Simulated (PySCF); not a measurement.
## Spinor energies of Ta⁶²⁺ (tantalum, charge +62)

Start: [Ne] 3s1; 3s1/2 filled at m_j = +1/2. Calculated with PySCF 2.14 in an uncontracted even-tempered set (18 s from 20 bohr⁻², ratio 2.4; 14 p from 26 bohr⁻², ratio 2.4; 4 d from 82 bohr⁻², ratio 2.6; 4 f from 120 bohr⁻², ratio 2.6): generalised Hartree-Fock with the X2C-1e Hamiltonian and a Gaussian nucleus; one run each with spin-orbit coupling (SO) switched off, then screened by Boettger's factors.

```csv
spinor shell,electrons,"ε, spin-free (eV)","ε, screened SO (eV)",weight of nominal j (screened SO),"rms radius, screened SO (bohr)"
1s1/2,2,-73107.5,-73092.9,1.000,0.0211
2s1/2,2,-16786.1,-16782.5,1.000,0.0838
2p1/2,2,-15368.3,-16306.3,1.000,0.0712
3s1/2,1,-6905.9,-6905.3,1.000,0.200
```

Question: Where does 2p3/2 lie, and what is the 2p spin-orbit splitting (screened SO)?

Answer: At -14989.1 eV, 1317.1 eV above 2p1/2.

| quantity | spin-free | screened SO |
| --- | --- | --- |
| E (hartree) | -10979.05093 | -10992.85664 |
| M_J | 1/2 | 1/2 |
| ⟨J²⟩ | 0.750 | 0.750 |
| ⟨L²⟩ | 0.000 | 0.032 |
| ⟨S²⟩ | 0.750 | 0.782 |

Each row is a mean over spinors that exchange with the open shell spreads, by up to 16.397 eV (2s1/2).

Breit and QED terms are absent; they matter most for the inner s and p1/2 levels.

Densities and radii are taken from the X2C orbitals without a picture-change correction, which distorts them close to the nucleus.

Without spin-orbit coupling the j labels of p, d and f shells carry no meaning; the spin-free column gives the mean over the occupied spinors of each nl shell.
